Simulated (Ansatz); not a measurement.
FGa (SMILES [F][Ga]), singlet, at a GFN2-xTB geometry (such geometries of metal compounds can be far from the true shape); BLYP/def2-SVPD run with Ansatz (a quantum-chemistry and plane-wave program).

Ansatz was given this input:
Ansatz 0.2 input:
```yaml
crystal:
  periodic: [false, false, false]
  atoms:
    - {symbol: Ga, position_ang: [-0.00000000, -0.00000000, -0.40479707]}
    - {symbol: F, position_ang: [0.00000000, 0.00000000, 1.39430103]}
basis:
  gaussian:
    orbitals: def2-SVPD
hamiltonian:
  xc: blyp
accuracy: high
```

It wrote (shortened):

```
Functional definition: BLYP
1038 factors; integrals over basis functions are off by at most 4.2e-9 eV
mean field evaluation 1: about -55085.9610 eV, gradient 5.0e1 eV
mean field evaluation 2: about -54952.5146 eV, gradient 2.4e2 eV
mean field evaluation 4: about -55089.4735 eV, gradient 1.6e1 eV
mean field evaluation 8: about -55089.8150 eV, gradient 2.2e-1 eV
mean field evaluation 16: about -55089.8150 eV, gradient 2.2e-7 eV
mean field -55089.81504229 eV, -2024.5133615863 hartree, gradient 1.1e-8 eV, S^2 0.000000; 0 other end points of the search recorded, 0 dependent functions left out
reference -55089.81507855 eV, -2024.5133629190 hartree; 20, 20 occupied and 41, 41 virtual orbitals, 1038 factors
Total energy: -55089.81507855 eV, -2024.5133629190 hartree
```
